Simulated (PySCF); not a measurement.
Si(Cl)(Me)2(NH2) (C2H8ClNSi), SMILES C[Si](C)(N)Cl. Atoms are numbered in the order given.

```xyz
13

C     -0.8646    -0.8578    -1.5677
Si    -0.3494     0.0199     0.0000
C     -0.8646    -0.8578     1.5677
N     -1.0212     1.6110     0.0000
Cl     1.7681     0.0360     0.0000
H     -1.9616    -0.9481    -1.6185
H     -0.5201    -0.3082    -2.4584
H     -0.4255    -1.8666    -1.6088
H     -0.5201    -0.3082     2.4584
H     -1.9616    -0.9481     1.6185
H     -0.4255    -1.8666     1.6088
H     -0.9141     2.1861     0.8317
H     -0.9141     2.1861    -0.8317
```
Charge 0, spin multiplicity 1.

Geometry: B3LYP-D3(BJ)/def2-SVP. Other conformers were not sampled.

Level of theory: KT2/pcSseg-1 (PySCF).

GIAO shieldings, no solvent; atoms alike by connectivity are averaged. δ = σ(ref) − σ: ¹³C against TMS (σ = 185.1 ppm); ²⁹Si against TMS (σ = 361.9 ppm); ¹⁵N against NH3 (σ = 266.2 ppm); ³⁵Cl against HCl (σ = 945.4 ppm); ¹H against TMS (σ = 31.47 ppm), references at their B3LYP-D3(BJ)/def2-TZVP geometries, non-relativistic (without spin–orbit terms, shifts of atoms bonded to Cl or Br come out too high).

```
nucleus                     atoms  count  δ (ppm)
-------  ------------------------  -----  -------
¹³C                        C1, C3      2      5.0
²⁹Si                          Si2      1     24.0
¹⁵N                            N4      1     46.5
³⁵Cl                          Cl5      1    100.3
¹H                       H12, H13      2     1.17
¹H       H6, H7, H8, H9, H10, H11      6     0.64
```
